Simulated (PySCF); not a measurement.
Two-component Hartree-Fock for Ir (iridium, neutral)

Start: [Xe] 4f14 5d6 6s2 7s1; 5d3/2 filled at m_j = +3/2; 5d5/2 filled at m_j = -3/2, -1/2, +1/2, +3/2, +5/2; 7s1/2 filled at m_j = +1/2. Calculated with PySCF 2.14 in x2c-TZVPall-2c with one added diffuse shell each of s, p, d type (12s12p11d2f, 117 functions): generalised Hartree-Fock with the X2C-1e Hamiltonian and a Gaussian nucleus; spin-orbit coupling (SO) screened by Boettger's factors. This is a chosen level, not necessarily the ground level.

| spinor shell | electrons | ε, screened SO (eV) | weight of nominal j (screened SO) | rms radius, screened SO (bohr) |
| --- | --- | --- | --- | --- |
| 1s1/2 | 2 | -76515.8 | 1.000 | 0.0197 |
| 2s1/2 | 2 | -13536.4 | 1.000 | 0.0795 |
| 2p1/2 | 2 | -12944.7 | 1.000 | 0.0675 |
| 2p3/2 | 4 | -11311.4 | 1.000 | 0.0752 |
| 3s1/2 | 2 | -3237.5 | 1.000 | 0.203 |
| 3p1/2 | 2 | -2973.1 | 1.000 | 0.195 |
| 3d3/2 | 4 | -2173.5 | 1.000 | 0.185 |
| 3d5/2 | 6 | -2095.3 | 1.000 | 0.189 |
| 4s1/2 | 2 | -731.75 | 1.000 | 0.450 |
| 4p1/2 | 2 | -619.02 | 1.000 | 0.456 |
| 4p3/2 | 4 | -531.93 | 1.000 | 0.490 |
| 4d3/2 | 4 | -346.90 | 0.999 | 0.507 |
| 4d5/2 | 6 | -329.97 | 1.000 | 0.519 |
| 5s1/2 | 2 | -123.18 | 1.000 | 1.05 |
| 4f5/2 | 6 | -92.046 | 0.989 | 0.586 |
| 4f7/2 | 8 | -88.750 | 0.991 | 0.586 |
| 5p1/2 | 2 | -86.435 | 0.957 | 1.15 |
| 5p3/2 | 4 | -69.644 | 0.980 | 1.24 |
| 5d5/2 | 5 | -21.627 | 0.469 | 1.71 |
| 5d3/2 | 1 | -18.031 | 0.606 | 1.76 |
| 6s1/2 | 2 | -13.064 | 0.969 | 2.93 |
| 7s1/2 | 1 | -2.489 | 0.998 | 8.97 |

Question: Where does 3p3/2 lie, and what is the 3p spin-orbit splitting (screened SO)?

Answer: At -2609.8 eV, 363.27 eV above 3p1/2.

```tsv
quantity	screened SO
E (hartree)	-17838.75838
M_J	9/2
⟨J²⟩	24.801
⟨L²⟩	7.047
⟨S²⟩	8.256
```

Each row is a mean over spinors that exchange with the open shell spreads, by up to 8.328 eV (5p3/2).

Rows whose weight is well below 1 are mixtures of j = l ± 1/2: exchange outweighs spin-orbit coupling there, and the label is only the starting occupation.

⟨J²⟩ departs a little from M_J(M_J + 1) because the unrestricted spinors polarise the closed shells.

Breit and QED terms are absent; they matter most for the inner s and p1/2 levels.

Densities and radii are taken from the X2C orbitals without a picture-change correction, which distorts them close to the nucleus.
